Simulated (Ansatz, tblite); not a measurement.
Removing an electron: (H2B-mu-PH2)2 (B2P2H8). The state is a singlet with charge 0. Geometry: PBE-D4/def2-SVP. Ansatz, gas phase; energy differences of separate SCF runs; the oxidised species was run as a doublet alone.

```
atom    x (Å)    y (Å)    z (Å)
  B1   0.9690  -1.0543   0.1768
  H2   1.6302  -1.4931  -0.7520
  H3   1.1906  -1.5742   1.2598
  P4  -0.9686  -0.9315  -0.2459
  B5  -0.9675   1.0545  -0.1833
  H6  -1.6371   1.5052   0.7336
  H7  -1.1764   1.5632  -1.2742
  P8   0.9673   0.9313   0.2516
  H9  -1.8541  -1.5900   0.6609
 H10  -1.3874  -1.5259  -1.4752
 H11   1.3742   1.5161   1.4895
 H12   1.8599   1.5986  -0.6417
```

The xTB rows come from tblite.

Task: Estimate orbital energies and vertical ionisation energies at: GFN1-xTB; GFN2-xTB; PBE-D4/def2-TZVP; r2SCAN-D4/def2-TZVP; PBE0-D4/def2-TZVP.

Result: 
```csv
level,−HOMO (eV),vertical IE (eV),−LUMO (eV),HOMO–LUMO gap (eV)
GFN1-xTB,10.98,13.82,5.34,5.64
GFN2-xTB,10.31,12.89,5.43,4.87
PBE-D4/def2-TZVP,6.53,9.31,1.42,5.11
r2SCAN-D4/def2-TZVP,6.75,9.37,1.20,5.55
PBE0-D4/def2-TZVP,7.68,9.57,0.56,7.12
```

 Raw xTB energy differences between charge states are shifted by several eV; the methods need an empirical correction for them.
